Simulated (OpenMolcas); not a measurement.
Pt2+ with its 8 nearest fluoride ions at 2.284 Å, on the Ca site of CaF2 (a = 5.46294 Å, distance in the model lattice 2.366 Å). The rest of the host is ab initio model potentials to 7.6 Å and point charges beyond; the distance is set by hand and nothing relaxes. Ligand basis ANO-RCC-VDZP.
```
Pt    0.0000    0.0000    0.0000
F     1.3187    1.3187    1.3187
F     1.3187    1.3187   -1.3187
F     1.3187   -1.3187    1.3187
F     1.3187   -1.3187   -1.3187
F    -1.3187    1.3187    1.3187
F    -1.3187    1.3187   -1.3187
F    -1.3187   -1.3187    1.3187
F    -1.3187   -1.3187   -1.3187
```

```
Program             : OpenMolcas 26.06
Method              : SS-CASPT2, IPEA 0.25 Eh, imaginary shift 0.1 Eh (closed shells correlated: 5s 5p and the ligand valence shells)
Basis               : ANO-RCC-VDZP [7s6p4d2f]
Scalar Hamiltonian  : DKH2, point nucleus
Active space        : 8 electrons in 5 orbitals (5d)
State averaging     : 2S+1 = 3 even, 10 roots; 2S+1 = 1 even, 15 roots
Spin-orbit coupling : state interaction with AMFI integrals over the reference wave functions
```

Task: What is the spin-free ground state (labels of O, the rotations of Oh)?

Result: 3T1, 3-fold in its orbital part; it has the highest spin that d8 allows.

Task: Where is the first state of the same spin?

Result: 3T2 at 10200 cm-1 above the ground state.

Task: What are the lowest two levels with spin-orbit coupling?

Result: A 1-fold level A1, then a 3-fold level T1 2210 cm-1 above it. Their leading multiplicities are 3 (97 %) and 3 (98 %).

Task: What is χT at 300 K, and how does it compare with the textbook value?

Result: The lowest level has 2S+1 = 3, for which the spin-only value is χT = S(S+1) / 2 = 1.000 cm3 K/mol (g = 2). The computed 0.621 at 300 K differs by -0.379, through orbital momentum, spin-orbit coupling and any other state in reach. With a threefold ground state the orbital momentum is unquenched, so the spin-only value is not expected to hold.

Task: Which ligand-field parameters describe the states?

Result: A least-squares ligand-field fit to the states below 45000 cm-1, each weighted by its degeneracy and with a free common offset, gives 10Dq = -11803 cm-1 (negative for this site), B = 650 cm-1 and C = 2581 cm-1 (C/B = 3.97), with an rms deviation of 208 cm-1. The same method and metal basis give the free ion B = 789 cm-1 (fit to its terms below 60000 cm-1, rms deviation 485 cm-1), so the nephelauxetic ratio is β = 650 / 789 = 0.82; it hangs on how both fits weigh the states, and computed free-ion B values tend to be too large, so β mixes covalency with correlation.

Roots that are degenerate in the reference are averaged as groups; the widest CASPT2 spread within a group is 220 cm-1 (the 3-fold group of multiplicity 1 near 23500 cm-1 above the lowest state of its run). Shifts and gaps below about the spread of the groups concerned are not significant. Over all roots computed the reference weight is 0.68 to 0.69; a low but even weight reflects the number of correlated electrons. Real 4d8 and 5d8 ions are as a rule square planar and diamagnetic. Ligand-to-metal charge-transfer states are missing. With no ligand orbital active B as a rule stays too high, so bands that hang on it stand too high and its fall with covalency is understated. With one d shell and no ligand orbital active, 10Dq can be off by a tenth or more. No measured value stands beside these numbers; the geometry was set by hand and not optimised.
